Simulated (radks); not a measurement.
Results of a calculation; reference values are marked as such.
Spherical quantum dot in the effective-mass picture: electrons in a well V = -V0 / (1 + exp((r - R)/a)) with V0 = 6.64, R = 6.23, a = 0.33, with a point charge +1 (a donor) at the centre, all in effective atomic units (hartree* = m*/eps^2 hartree, bohr* = eps/m* bohr), one dielectric constant everywhere. Level of theory: non-relativistic Kohn-Sham, LDA (Slater exchange, Perdew-Wang correlation), spin-polarised, spherical densities (a radial shooting solver with Libxc functionals). Levels are named by radial order and angular momentum (1s, 1p, 1d, 2s, ...), and open shells are averaged over m. Results are scaled to m* = 0.191 and eps = 5.6, for which hartree* = 165.7 meV and bohr* = 1.552 nm.

N = 9, configuration 1s2 1p6 2s(up 1, down 0). This is the lowest configuration that the search found. Occupied and some empty levels:

| level | occupation | eigenvalue (meV) | <r> (nm) |
|---|---|---|---|
| 1s up | 1 | -807.52 | 4.829 |
| 1s down | 1 | -803.65 | 5.352 |
| 1p up | 3 | -787.06 | 6.170 |
| 1p down | 3 | -786.22 | 6.188 |
| 2s up | 1 | -766.19 | 3.916 |
| 1d up | 0 | -763.45 | 6.512 |
| 1d down | 0 | -762.78 | 6.513 |
| 2s down | 0 | -752.85 | 3.721 |
| 1f up | 0 | -732.84 | 6.766 |
| 1f down | 0 | -732.18 | 6.764 |
| 1g up | 0 | -695.76 | 6.976 |
| 1g down | 0 | -695.07 | 6.975 |
| 2p up | 0 | -692.32 | 4.871 |
| 2p down | 0 | -688.71 | 4.967 |

Energy (meV): total -8627.57, kinetic 402.13, external -10326, Hartree 1632.1, exchange-correlation -335.54.

Electron density:

| r (nm) | n(r) (e/nm^3) |
|---|---|
| 0.541 | 0.04665 |
| 1.44 | 0.01557 |
| 2.35 | 0.006342 |
| 3.25 | 0.003945 |
| 4.15 | 0.003894 |
| 5.06 | 0.004500 |
| 5.96 | 0.004678 |
| 6.87 | 0.003697 |
| 7.77 | 0.001851 |
| 8.67 | 0.0004404 |
| 9.58 | 0.00003475 |
| 10.5 | 9.775e-07 |
| 11.4 | 1.769e-08 |
